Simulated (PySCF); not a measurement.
## Electron correlation in In¹⁴⁺ (indium, charge +14)

Starting occupation: [Ar] 3d10 4s2 4p5, 4p1/2 with m_j = -1/2, +1/2, 4p3/2 with m_j = -1/2, +1/2, +3/2. Computed with PySCF 2.14 in an even-tempered Gaussian basis (18 s from 0.66 bohr⁻², ratio 2.8; 14 p from 0.86 bohr⁻², ratio 2.8; 9 d from 1.5 bohr⁻², ratio 2.8; 4 f from 6.1 bohr⁻², ratio 3), with X2C-1e with screened-nucleus spin-orbit coupling, Gaussian nucleus. Frozen: [Ne]; 25 electrons correlated; the 76 highest virtual spinors left out.

MP2 pair energies summed by pair of shells (mhartree):

```tsv
pair	energy	share (%)
3d3/2-3d5/2	-182.01	18.4
3d5/2-3d5/2	-128.43	13.0
4p1/2-4p3/2	-57.31	5.8
3d5/2-3p3/2	-56.37	5.7
3d3/2-3d3/2	-55.13	5.6
3d5/2-4p3/2	-44.51	4.5
4p3/2-4p3/2	-38.80	3.9
3d3/2-3p3/2	-38.35	3.9
4p3/2-4s1/2	-32.09	3.2
3d5/2-4p1/2	-31.62	3.2
3d3/2-4p3/2	-29.28	3.0
3d5/2-3p1/2	-27.11	2.7
3d5/2-3s1/2	-22.49	2.3
3d5/2-4s1/2	-20.58	2.1
3d3/2-4p1/2	-20.52	2.1
3p3/2-3p3/2	-20.12	2.0
3p1/2-3p3/2	-19.11	1.9
4p1/2-4p1/2	-18.99	1.9
3d3/2-3p1/2	-17.52	1.8
4p1/2-4s1/2	-16.42	1.7
3d3/2-3s1/2	-15.05	1.5
3d3/2-4s1/2	-13.23	1.3
3p3/2-4p3/2	-12.24	1.2
3p3/2-3s1/2	-10.66	1.1
3p3/2-4p1/2	-9.05	0.9
3p3/2-4s1/2	-8.64	0.9
4s1/2-4s1/2	-8.29	0.8
3p1/2-4p3/2	-5.51	0.6
3p1/2-3s1/2	-5.30	0.5
3p1/2-3p1/2	-5.07	0.5
```

Total MP2 correlation energy: -988.84 mhartree.

At this charge the one-electron X2C treatment keeps the bare 1/r₁₂, with no two-electron picture change or Breit term. The effect here is smaller than on the frozen 1s shell.
